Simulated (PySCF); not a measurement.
C₄H₁₁NSi₂.
Numbering: `[CH2:1]=[CH:2]/[CH:3]=[CH:4]\[N:5]([SiH3:6])[SiH3:7]` (hydrogens: H8, H9 on C1; H10 on C2; H11 on C3; H12 on C4; H13, H14, H15 on Si6; H16, H17, H18 on Si7)

Torsions of this conformer, `[CH2:1]=[CH:2]/[CH:3]=[CH:4]\[N:5]([SiH3:6])[SiH3:7]`: C1–C2–C3–C4 175°, C3–C4–N5–Si6 144°.

The closed-shell ground state was solved at several levels (PySCF, density fitting, gas phase, non-relativistic). Geometry: PBE0-D3(BJ)/def2-SVP, one conformer, isolated molecule.

```
              level  basis functions  total energy (Eh)  HOMO (eV)  LUMO (eV)  gap (eV)  dipole (D)
      PBE0/pcSseg-1              188          -792.2071      -6.08      -0.82      5.26        0.62
CAM-B3LYP/def2-SVPD              236          -792.3258      -7.29       0.16      7.45        0.55
```

(1) Estimate the row for wB97X-D/pcSseg-1, a basis of 188 functions; the other rows only guide the guess.

(2) Over all these levels, which gives the widest orbital gap and which the narrowest?

(3) How far do the dipole and the HOMO energy spread over the levels?

## Answers

(1) Total energy -792.6325 Eh, HOMO -7.80 eV, LUMO 0.89 eV, gap 8.69 eV, dipole 0.59 D.

(2) wB97X-D/pcSseg-1 (range-separated hybrid) has the widest, 8.69 eV, and PBE0/pcSseg-1 (global hybrid, 25 % exact exchange) the narrowest, 5.26 eV. The two share the basis. From the narrowest to the widest the HOMO moves by -1.72 eV and the LUMO by +1.71 eV.

(3) The dipole runs from 0.55 to 0.62 D (mean 0.58 D) and the HOMO from -7.80 to -6.08 eV.

Note: wB97X-D ran without an empirical dispersion term, which enters the total energy and its gradient alone.
